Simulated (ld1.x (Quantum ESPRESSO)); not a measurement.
# Fe: excitation energies, all-electron against TM

- Element: Fe (Z = 26)
- Generator: ld1.x (Quantum ESPRESSO) 7.5
- Type: norm-conserving Troullier–Martins (Kleinman–Bylander form)
- Functional: PBE
- Relativity: scalar-relativistic
- Frozen core: [Ar]
- Valence charge: 8
- Reference configuration: 3d6 4s2 4p0
- Partial waves: 4s (bound): rc 2.50 bohr; 4p (bound, empty): rc 3.15 bohr; 3d (bound): rc 1.55 bohr
- Local potential: all-electron potential smoothed inside 1.75 bohr (lloc = -1)
- Core correction: none

Energies are relative to the spin-unpolarised reference configuration 3d6 4s2 4p0; without spin polarisation the order of configurations can differ from experiment.

```tsv
valence configuration	charge	ΔE all-electron (eV)	error AE − PS (meV)
3d6 4s1 4p0	+1	8.729	+12
3d5 4s0 4p0	+3	59.155	+125
3d7 4s0 4p0	+1	6.636	-135
3d6 4s1 4p1	0	4.105	+4.7
3d6 4s0 4p1	+1	13.783	+35
3d6 4s0 4p2	0	8.455	+21
```

(1) What are ΔE and the potential's error for 3d6 4s0 4p0?

Results:

(1) ΔE = 24.932 eV all-electron; the error (AE − PS) is +87 meV.

These tests converged, but a pseudo level misses the all-electron one widely, so the file describes the atom poorly there or has found another state: 3d5 4s0 4p0: empty 4s by 3.9 eV (a node warning on the way).
